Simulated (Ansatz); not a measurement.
Born–Oppenheimer molecular dynamics of AlClH3NO (7 atoms, charge 0, multiplicity 1). It starts from a relaxed structure.

Level of theory: Ansatz 0.2.0, RHF/def2-SVP.

```
ensemble                      : NVE (velocity Verlet)
time step                     : 1 fs
steps asked                   : 150
starting velocities drawn for : 300 K
masses                        : H 3.016 u
seed                          : 482296
```

First frame:

```xyz
7
Properties=species:S:1:pos:R:3
Al 0.066 -0.079 -0.053
Cl -0.035 0.487 1.974
N 1.599 0.007 -0.893
H 1.732 -0.242 -1.855
H 2.465 0.306 -0.488
O -1.311 -0.607 -0.855
H -2.203 -0.719 -0.582
```

**Question.** How far do the bonds stretch over the last three quarters of this one trajectory? (Pairs bonded in most of those frames.)

**Answer.** 
```csv
bond,mean (Å),spread (Å),shortest,longest
Al1–Cl2,2.104,0.027,2.05,2.16
Al1–N3,1.755,0.020,1.72,1.79
Al1–O6,1.679,0.017,1.65,1.71
N3–H4,1.003,0.006,0.99,1.02
N3–H5,1.002,0.008,0.99,1.02
O6–H7,0.945,0.038,0.89,1.00
```

Mean temperature of the second half: 150 K. The conserved energy stayed within 0.92 meV per atom of its start (net change 0.6 meV per atom), so the integration is sound. Over the second half the temperature averaged 0.50 of the 300 K drawn at the start: a run that starts near a minimum puts about half its kinetic energy into the potential. A run of 0.15 ps of so small a system gives no equilibrium averages.

Time of the run: 2.4 min on 1 thread of Arm Neoverse V1, on a shared host, peak memory 0.13 GiB.
